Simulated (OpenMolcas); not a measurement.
d8 ions of charge +2 down a group on the Zn site of KZnF3

```
Program             : OpenMolcas 26.06
Method              : SS-CASPT2, IPEA 0.25 Eh, imaginary shift 0.1 Eh
Spin-orbit coupling : RASSI with atomic mean-field integrals over the reference wave functions
```

The d shell is active; CASPT2 correlates the ligand valence shells and the outer metal core. Each dopant is a cluster with its nearest anions in model potentials and point charges, with no relaxation. Distances were set from a Shannon-type radius of the metal (high-spin where two are listed) plus a fixed donor radius (F 1.31 Å), in hosts weighted 0.65 to 0.35 with the host's distance in the model lattice. Ligand basis ANO-RCC-VDZP, DKH2 Hamiltonian. States (labels of O, the rotations of Oh). Energies in cm-1 above the lowest state or level, χT in cm3 K/mol; 10Dq and B are least-squares fits to the states below 45000 cm-1, weighted by degeneracy, with a free offset, and given where the rms deviation is under 5 % of |10Dq| (or 100 cm-1) and under 700 cm-1. Spin-only χT is S(S+1) / 2 for the spin of the ground state.

| Ion | Shell | R (Å) | Metal basis | Ground state | First state of that spin | 10Dq | B (rms of fit) | First gap with spin-orbit (degeneracies) | χT at 300 K | First state of another spin | Spin-only χT |
| --- | --- | --- | --- | --- | --- | --- | --- | --- | --- | --- | --- |
| Ni2+ | 3d8 | 2.009 | ANO-RCC-VTZP | 3A2 | 3T2 8480 |  |  | 8160 (3, 2) | 1.361 | 1E 14360 | 1.000 |
| Pd2+ | 4d8 | 2.12 | ANO-RCC-VTZP | 3A2 | 3T2 15190 |  |  | 9050 (3, 2) | 1.360 | 1E 9410 | 1.000 |
| Pt2+ | 5d8 | 2.081 | ANO-RCC-VTZP | 3A2 | 3T2 21560 | 21358 | 558 (239) | 7590 (3, 2) | 1.591 | 1E 8410 | 1.000 |

Every ion keeps the highest spin of its shell. χT departs most from the spin-only value for Pt2+, by +0.591 cm3 K/mol.

Roots that are degenerate in the reference are averaged as groups; the widest CASPT2 spread within a group is 560 cm-1 (the 3-fold group of multiplicity 1 near 32700 cm-1 above the lowest state of its run, Pt2+). Shifts and gaps below about the spread of the groups concerned are not significant. Over all roots computed the reference weight is 0.72 to 0.74 in Ni2+, 0.72 to 0.73 in Pd2+, 0.72 to 0.73 in Pt2+; a low but even weight reflects the number of correlated electrons. Ligand-to-metal charge-transfer states are missing. A single d shell leaves out the double-shell effect, which counts most for late 3d ions, where the CASPT2 field can be off either way by tens of per cent (holds for Ni2+). These CASPT2 states fit no ligand-field parameters well, so their order and spin gaps are uncertain (holds for Ni2+). For late 3d ions with one d shell CASPT2 can put B and the spin-flip bands somewhat low as well as high (holds for Ni2+). With one d shell and no ligand orbital active, 10Dq can be off by tens of per cent for divalent 3d ions, low with halides held by bare charges and at times high in hosts, and the orbital part of g and χT goes as 1/10Dq (holds for Ni2+). Free-ion shares, where given, are those of the reference states; single-state CASPT2 does not remix them (holds for Ni2+). Real 4d8 and 5d8 ions are as a rule square planar and diamagnetic (holds for Pd2+; Pt2+). With no ligand orbital active B as a rule stays too high, so bands that hang on it stand too high and its fall with covalency is understated (holds for Pd2+; Pt2+). With one d shell and no ligand orbital active, 10Dq can be off by a tenth or more (holds for Pd2+; Pt2+). No measured value stands beside these numbers; the geometry was set by hand and not optimised.
